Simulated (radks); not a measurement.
Question: Species: Xe4+. Configuration: [Kr] 4d10 5s2 5p2. Calculated with a radial shooting solver on a logarithmic mesh with Libxc functionals: scalar-relativistic Kohn-Sham, RPBE, spin-polarised, spherical densities, finite nucleus; open shells are filled with parallel spins first (spin-orbit coupling, left out, can overturn this in heavy ions); Fermi nuclear charge, rms radius 4.7859 fm. Some entries of the table are withheld. Estimate them.

| orbital | occ. | eigenvalue (eV) | r(max) (bohr) |
|---|---|---|---|
| 1s up | 1 | -34420.25 | 0.01715 |
| 1s down | 1 | -34420.14 | 0.01715 |
| 2s up | 1 | -5397.134 | 0.09695 |
| 2s down | 1 | -5397.089 | 0.09695 |
| 2p up | 3 | -4847.411 | 0.07781 |
| 2p down | 3 | -4847.323 | 0.07781 |
| 3s up | 1 | -1141.652 | 0.2789 |
| 3s down | 1 | -1141.565 | 0.2789 |
| 3p up | 3 | -964.1036 | 0.2728 |
| 3p down | 3 | -964.0025 | 0.2728 |
| 3d up | 5 | -700.9886 | 0.2260 |
| 3d down | 5 | -700.8919 | 0.2260 |
| 4s up | 1 | -244.4213 | 0.6608 |
| 4s down | 1 | -244.2193 | 0.6610 |
| 4p up | 3 | -188.1547 | 0.6931 |
| 4p down | 3 | -187.9431 | 0.6933 |
| 4d up | 5 | -106.0522 | (1) |
| 4d down | 5 | -105.7062 | (2) |
| 5s up | 1 | -62.5976 | 1.571 |
| 5s down | 1 | -60.3051 | 1.555 |
| 5p up | 2 | -48.7101 | 1.763 |
| 5p down | 0 | -46.3459 | 1.753 |

Answer: 
(1) 4d up r(max) (bohr): 0.7472
(2) 4d down r(max) (bohr): 0.7471
